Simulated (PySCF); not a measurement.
Compound: BrCl.
SMILES: `ClBr`

Method: PBE/cc-pVDZ geometry optimisation, gas phase in PySCF 2.14.0.

Masses are those of the commonest isotopes; rigid-rotor values at the optimised geometry. 

(1) What are the moment of inertia and the rotational constant?

(2) List the first levels of a rigid rotor in a Σ state.

(3) Where do the first rotational lines fall?

(4) Estimate the classical rotational partition function at 10 K, 200 K and 500 K.

## Answers

(1) I = 116.036 u·Å², B = 505379 MHz·u·Å²/I = 4355 MHz (0.1453 cm⁻¹, or 0.209 K as hB/k). For two atoms I = μr² with μ = 24.2317 u and r = 2.1883 Å.

(2) E(J) = BJ(J+1): J = 1: 0.291, J = 2: 0.872, J = 3: 1.743, J = 4: 2.906, J = 5: 4.358, J = 6: 6.102 cm⁻¹.

(3) The dipole is 0.58 D; J+1 ← J lies at 2B(J+1): 1 ← 0 at 8.71 GHz, 2 ← 1 at 17.42 GHz, 3 ← 2 at 26.13 GHz, 4 ← 3 at 34.84 GHz, 5 ← 4 at 43.55 GHz, 6 ← 5 at 52.26 GHz.

(4) Point group C∞v, symmetry number σ = 1; q = kT/(σhB), k/h = 20836.6 MHz/K: 47.8 at 10 K, 957 at 200 K, 2390 at 500 K.

No frequency check. Zero-point vibration and centrifugal distortion are left out.

Hardware: one thread, Arm Neoverse V1 (aarch64), shared host. Cost: 4.3 s, 0.28 GiB resident at most. These figures are those of the optimisation.
